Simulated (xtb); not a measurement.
F$_{2}$Lu (SMILES [F][Lu+][F]), charge +1, singlet, at a GFN2-xTB geometry (such geometries of metal compounds can be far from the true shape) (the multiplicity is a formal guess), atoms displaced at random by about 0.02 Å a coordinate; GFN2-xTB run with xtb.

xtb was given this input:
```
$ xtb mol.xyz --gfn 2 --chrg 1 --opt --input xcontrol --json

# file mol.xyz
3

Lu     0.22758623     0.11064331     0.03519327
F     -1.27297145     0.46880826    -1.25637003
F     -0.53595360    -1.54212917     0.87112889

# file xcontrol
$opt
  engine=lbfgs
$end
```

Output, abridged:

```
   ID    Z sym.   atoms
    1   71 Lu     1
    2    9 F      2, 3

           -------------------------------------------------
          |                Calculation Setup                |
           -------------------------------------------------

           -------------------------------------------------
          |                 G F N 2 - x T B                 |
           -------------------------------------------------

          ...................................................
          :                      SETUP                      :
          :.................................................:
          :  # basis functions                  18          :
          :  # atomic orbitals                  17          :
          :  # shells                            7          :
          :  # electrons                        16          :
          :  max. iterations                   250          :
          :  Hamiltonian                  GFN2-xTB          :
          :  restarted?                      false          :
          :  GBSA solvation                  false          :
          :  PC potential                    false          :
          :  electronic temp.          300.0000000     K    :
          :  accuracy                    1.0000000          :
          :  -> integral cutoff          0.2500000E+02      :
          :  -> integral neglect         0.1000000E-07      :
          :  -> SCF convergence          0.1000000E-05 Eh   :
          :  -> wf. convergence          0.1000000E-03 e    :
          :  Broyden damping             0.4000000          :
          :  net charge                          1          :
          :  unpaired electrons                  0          :
          ...................................................

 iter      E             dE          RMSdq      gap      omega  full diag
   1     17.0576020  0.170576E+02  0.635E+01    0.00       0.0  T
   2     -8.3390375 -0.253966E+02  0.318E+01   43.37       1.0  T
   3     -8.6740114 -0.334974E+00  0.241E+01   24.81       1.0  T
   4     -9.0038112 -0.329800E+00  0.214E+01   15.92       1.0  T
   5     -9.4835127 -0.479702E+00  0.289E+01    7.24       1.0  T
   6     -9.6972807 -0.213768E+00  0.165E+01    1.04       1.0  T
   7     -9.8244923 -0.127212E+00  0.164E+01    4.05       1.0  T
   8     24.2278377  0.340523E+02  0.767E+01    0.01       1.0  T
   9     24.7908965  0.563059E+00  0.762E+01    0.00       1.0  T
[...]
         :: total energy             -10.008971520542 Eh    ::
 * total energy  :   -10.0090835 Eh     change       -0.1119511E-03 Eh
 * total energy  :   -10.0091228 Eh     change       -0.3934808E-04 Eh
 * total energy  :   -10.0091266 Eh     change       -0.3762824E-05 Eh
   *** GEOMETRY OPTIMIZATION CONVERGED AFTER 3 CYCLES ***
         :: total energy             -10.009126582524 Eh    ::
[...]
        13                         -0.5843251             -15.9003
        14                         -0.5780988             -15.7309
        15                         -0.4929833             -13.4148
        16                         -0.1929933              -5.2516
        17                         -0.1357917              -3.6951
      -------------------------------------------------------------
                  HL-Gap            0.0800868 Eh            2.1793 eV
             Fermi-level           -0.7441551 Eh          -20.2495 eV

     #   Z          covCN         q      C6AA      α(0)
     1  71 Lu       1.268     1.066   508.587    64.001
     2   9 F        0.634    -0.033     9.675     3.670
     3   9 F        0.634    -0.033     9.674     3.670

 Mol. C6AA /au·bohr⁶  :        771.817933
 Mol. C8AA /au·bohr⁸  :     106935.329868
 Mol. α(0) /au        :         71.341189

Wiberg/Mayer (AO) data.
largest (>0.10) Wiberg bond orders for each atom

 ---------------------------------------------------------------------------
     #   Z sym  total        # sym  WBO       # sym  WBO       # sym  WBO
 ---------------------------------------------------------------------------
     1  71 Lu   2.795 --     3 F    1.398     2 F    1.398
     2   9 F    1.575 --     1 Lu   1.398     3 F    0.177
     3   9 F    1.575 --     1 Lu   1.398     2 F    0.177
 ---------------------------------------------------------------------------

Topologies differ in total number of bonds
Writing topology from bond orders to xtbtopo.mol

molecular dipole:
                 x           y           z       tot (Debye)
 q only:        0.583       0.302       0.093
   full:        1.460       0.806       0.267       4.293
molecular quadrupole (traceless):
                xx          xy          yy          xz          yz          zz
 q only:        0.233       0.107      -0.106      -0.148       0.346      -0.127
  q+dip:        0.631       0.395      -0.248      -0.182       0.614      -0.383
   full:        0.317      -0.762      -0.481      -2.047       3.204       0.164

optimized geometry written to: xtbopt.xyz

           -------------------------------------------------
          | TOTAL ENERGY              -10.009126582524 Eh   |
          | GRADIENT NORM               0.000257708713 Eh/α |
          | HOMO-LUMO GAP               2.179272438377 eV   |
           -------------------------------------------------

normal termination of xtb
```
